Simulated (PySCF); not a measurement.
These compounds are isomers of formula C8H11N3.

A. `n1cc(CC)c(C2CC2)nn1`
B. SMILES C=CCn1ncc(C2CC2)n1
C. SMILES C#Cc1nn(CC)nc1CC
D. SMILES C=Cn1nc(C)c(C2CC2)n1

Spectrum 1. ¹H NMR (500 MHz, computed): δ 8.79 (s, 1H), 2.69 (q, 2H), 2.04 (m, 1H), 1.86 (m, 2H), 1.31 (m, 2H), 1.28 (t, 3H). ¹³C{¹H} NMR (computed): δ 167.6 (C), 152.4 (CH), 136.7 (C), 27.3 (CH2), 18.2 (CH3), 17.6 (CH2), 14.4 (CH).

Spectrum 2. ¹H NMR (500 MHz, computed): δ 7.25 (m, 1H), 6.08 (m, 1H), 5.01 (m, 1H), 2.53 (s, 3H), 1.70 (m, 1H), 1.09 (m, 2H), 1.08 (m, 2H). ¹³C{¹H} NMR (computed): δ 156.9 (C), 147.6 (C), 139.1 (CH), 105.4 (CH2), 14.3 (CH2), 12.2 (CH3), 8.9 (CH).

Spectrum 3. ¹H NMR (500 MHz, computed): δ 7.03 (s, 1H), 6.36 (m, 1H), 5.68 (m, 1H), 5.47 (m, 1H), 4.93 (d, 2H), 2.19 (m, 1H), 1.07 (m, 2H), 0.58 (m, 2H). ¹³C{¹H} NMR (computed): δ 158.0 (C), 144.0 (CH), 131.5 (CH), 125.0 (CH2), 60.8 (CH2), 12.8 (CH2), 10.9 (CH).

Spectrum 4. ¹H NMR (500 MHz, computed): δ 4.41 (q, 2H), 3.02 (s, 1H), 2.94 (q, 2H), 1.46 (t, 3H), 1.34 (t, 3H). ¹³C{¹H} NMR (computed): δ 161.5 (C), 133.2 (C), 92.8 (CH), 79.4 (C), 51.5 (CH2), 23.5 (CH2), 19.4 (CH3), 17.2 (CH3).

PySCF calculation with NMR shieldings at PBE0/pcSseg-1/GIAO and GFN2-xTB structure; relativity neglected, no solvent, single conformer, one averaged value for each set of equivalent atoms.

Shifts are taken against calculated references (same method and geometry level): ¹H (σ = 31.72 ppm) and ¹³C (σ = 186.93 ppm) vs TMS. Where no couplings were computed, multiplicities follow the n + 1 count of equivalent neighbours, and m marks all less simple cases (inequivalent or close neighbours, rings, F or P nearby). Shifts are as computed. Against solution values, carbons near 30 ppm lie about +3 ppm off and those near 130 ppm about +5 ppm. Of 1211 compounds with measured shifts, 218 miss one by over three times the rms of a fit or turn the order of signals round; such compounds aren't used in these exercises.

**Question.** Match each spectrum to its structure.

**Answer.** 1–A, 2–D, 3–B, 4–C.

- Spectrum 1 (A): 7 ¹³C signals; δC 152.4 is an aromatic CH next to a ring nitrogen; δC 27.3 is an sp3 CH2 on an aromatic ring.
- Spectrum 2 (D): 7 ¹³C signals; δC 139.1 is an alkene CH; δC 105.4 is a terminal =CH2 carbon.
- Spectrum 3 (B): 7 ¹³C signals; δC 144.0 is an alkene CH; δC 125.0 is a terminal =CH2 carbon.
- Spectrum 4 (C): 8 ¹³C signals; δC 92.8 is a terminal alkyne carbon; δC 79.4 is an alkyne carbon.
